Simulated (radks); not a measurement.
Values are calculated unless marked as measured or tabulated.
Task: The mean radii <r> (bohr) of the occupied orbitals of an atom or ion are listed with their occupations. Level of theory: scalar-relativistic Kohn-Sham, PBE, spin-unpolarised, spherical densities, point nucleus (a radial shooting solver on a logarithmic mesh with Libxc functionals).

| orbital | occ. | <r> |
|---|---|---|
| 1s | 2 | 0.02111 |
| 2s | 2 | 0.08893 |
| 2p | 6 | 0.07860 |
| 3s | 2 | 0.2177 |
| 3p | 6 | 0.2130 |

Name the element and its charge.

Result: Z = 66, dysprosium, charge +48: Dy48+ in [Ar]. The 1s radius gives Z: for a bare nucleus <r> = (2 gamma + 1)/(2Z) with gamma = sqrt(1 - (Z/c)^2), 0.02085 bohr for Z = 66, and screening makes it slightly larger (0.02111 here). The occupations add up to 18, and the charge is Z minus that.
